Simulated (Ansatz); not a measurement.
Consider the ligand exchange at a Te–C bond: `COC(=S)[TeH]` + PH₃ → `P[TeH]` + `COC=S`.

Gas-phase electronic energies from Ansatz, PBE0-D4/def2-TZVP geometries. CCSD(T)/CBS adds triple-zeta CCSD(T) − MP2 to the extrapolated MP2 energy (def2 sets, frozen cores). This one scheme is used for every species. DFT in def2-TZVPP. B3LYP here is the variant with VWN-RPA as its local correlation; programs differ in this. def2 core potentials past Kr. For Te outer-core shells are correlated without core-valence functions, which leaves a few kJ/mol of doubt a bond. Each species was taken in one conformer, which may not be the lowest.

```tsv
level	ΔE (eV)
B3LYP-D4	-0.57
ωB97X-V	-0.63
ωB97M-V	-0.63
PBE	-0.57
r2SCAN	-0.55
CCSD/def2-TZVPP	-0.64
CCSD(T)/def2-TZVPP	-0.57
MP2/def2-QZVPP	-0.51
```

Task: What does CCSD(T)/CBS give? (An estimate is asked.)

Result: Ansatz gave: -0.57 eV. The listed levels differ from it by 0.00, -0.06, -0.06, 0.00, 0.02, -0.07, 0.00, 0.06 eV.

Largest T1 diagnostic among the species: 0.017.

The D4 term adds +0.10 eV with B3LYP and +0.05 eV with PBE0; it sums over pairs of atoms, weighted by their polarisabilities, and B3LYP, whose exchange is more repulsive, gets the larger term. In def2-TZVPP, CCSD(T) changes the Hartree–Fock value by +0.33 eV (the triples alone add +0.07 eV) and MP2 by +0.39 eV.
